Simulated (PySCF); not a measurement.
Species: CH6BN3O.
Cartesian coordinates in Å at the GFN2-xTB level; atoms count from 1:
```xyz
12
CH6BN3O angstrom
N     -1.763   -0.692    0.091
B     -0.555    0.032    0.088
N     -0.468    1.381    0.421
N      0.668   -0.696   -0.287
C      1.917   -0.199   -0.343
O      2.251    0.938   -0.099
H     -2.642   -0.276    0.333
H     -1.836   -1.661   -0.154
H      0.426    1.843    0.403
H     -1.240    1.959    0.695
H      0.576   -1.671   -0.525
H      2.667   -0.959   -0.648
```

A PySCF run (density fitting, gas phase, GFN2-xTB geometry) gave HOMO -6.92 eV, LUMO 0.51 eV, dipole 3.96 D.

Question: Which of these levels was it?
A. PBE0/IGLO-II
B. B97-D/3-21G
C. B3LYP/def2-SVPD
D. PBE0/def2-SVPD
E. PBE0/3-21G

Answer: A. It is PBE0/IGLO-II. All candidates on this geometry:

```tsv
level and settings	kind	basis functions	SCF cycles	E (Eh)	HOMO (eV)	LUMO (eV)	dipole (D)
B97-D/3-21G, start guess vsap	GGA	66	14	-304.2874	-4.70	0.29	3.87
B3LYP/def2-SVPD	global hybrid	171	15	-306.0019	-6.88	-0.24	3.96
PBE0/def2-SVPD, start guess vsap	global hybrid	171	15	-305.6463	-7.11	0.07	3.97
PBE0/IGLO-II, fitting basis def2-qzvpp-jkfit	global hybrid	168	11	-305.9258	-6.92	0.51	3.96
PBE0/3-21G	global hybrid	66	14	-304.1528	-6.20	1.24	3.88
```

The nearest other candidate, by the summed differences of HOMO and LUMO, is PBE0/def2-SVPD: its HOMO differs by -0.19 eV and its LUMO by -0.44 eV. B97-D ran without the empirical dispersion term, which would shift the total energy alone. Cycle counts include a coarse-grid stage where the run had one.
